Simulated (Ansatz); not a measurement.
Question: Predict a relaxed structure of CuF₂, charge 0, doublet, at PBE-D4/def2-TZVP (Ansatz).

Answer: 
```xyz
3

Cu    0.000    0.000    0.000
F     1.272   -0.580    1.032
F    -1.272    0.581   -1.032
```
Point group D∞h (tolerance 0.1 Å). The metal has 2 neighbours: F 1.74 Å, F 1.74 Å. This is one stationary point.

The gap within one spin of the charge 0 doublet nearly closes, so an electron or hole may be smeared out by delocalisation error. No other spin state of charge 0 was run.
